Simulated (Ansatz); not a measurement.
```yaml
crystal:
  periodic: [false, false, false]
  atoms:
    - {symbol: F, position_ang: [0.265905, -1.394121, 1.996987]}
    - {symbol: Si, position_ang: [0.652640, -0.865641, 0.551233]}
    - {symbol: O, position_ang: [-0.422944, -1.000563, -0.621619]}
    - {symbol: Sn, position_ang: [-0.414766, 1.142762, -0.375508]}
    - {symbol: H, position_ang: [2.055670, -1.277861, 0.335156]}
    - {symbol: H, position_ang: [-2.033776, 1.550666, -0.013116]}
    - {symbol: H, position_ang: [-0.041531, 1.776858, -1.919033]}
basis:
  gaussian: {orbitals: STO-3G, final_grid: {core_spheres: 1, valence_spheres: 1, degree: 5}}
hamiltonian: {xc: {name: PBE}}
output: {forces: true}
```

```sh
$ ansatz run in.yaml --threads 2 --pin off --events-out ev --progress --plain --max-ram 4352MiB
```

Shortened log:

```
Functional definition: PBE
648 factors; integrals over basis functions are off by at most 3.0e-5 eV
mean field evaluation 1: about -174825.9085 eV, gradient 3.4e1 eV
mean field evaluation 2: about -174782.2035 eV, gradient 1.3e2 eV
mean field evaluation 4: about -174829.6542 eV, gradient 1.2e1 eV
mean field evaluation 8: about -174830.1128 eV, gradient 2.2e-2 eV
mean field evaluation 16: about -174792.4792 eV, gradient 6.8e-2 eV
mean field -174792.47923925 eV, -6423.5051334446 hartree, gradient 5.9e-5 eV, S^2 0.000000; 0 other end points of the search recorded, 0 dependent functions left out
reference -174792.47923946 eV, -6423.5051334525 hartree; 42, 42 occupied and 7, 7 virtual orbitals, 648 factors
Total energy: -174792.47923946 eV, -6423.5051334525 hartree
Atom 0 at     0.265905    -1.394121     1.996987 Å, force     0.594899     7.261501   -16.530900 eV/Å
Atom 1 at     0.652640    -0.865641     0.551233 Å, force    -0.007418    -9.083891    13.310163 eV/Å
Atom 2 at    -0.422944    -1.000563    -0.621619 Å, force     1.650329    14.596576     5.340611 eV/Å
Atom 3 at    -0.414766     1.142762    -0.375508 Å, force     0.199369   -14.403369     0.915980 eV/Å
Atom 4 at     2.055670    -1.277861     0.335156 Å, force    -0.672133     0.221400    -0.575111 eV/Å
Atom 5 at    -2.033776     1.550666    -0.013116 Å, force    -2.230227     0.109807     0.792022 eV/Å
Atom 6 at    -0.041531     1.776858    -1.919033 Å, force     0.465182     1.297976    -3.252766 eV/Å
Dipole moment:     0.312988     0.089823    -0.042184 e Å
```

Something in this input is off. What?

The integration grid is far too coarse. Self-consistency was reached. The result belongs to that input, not to the molecule as meant.
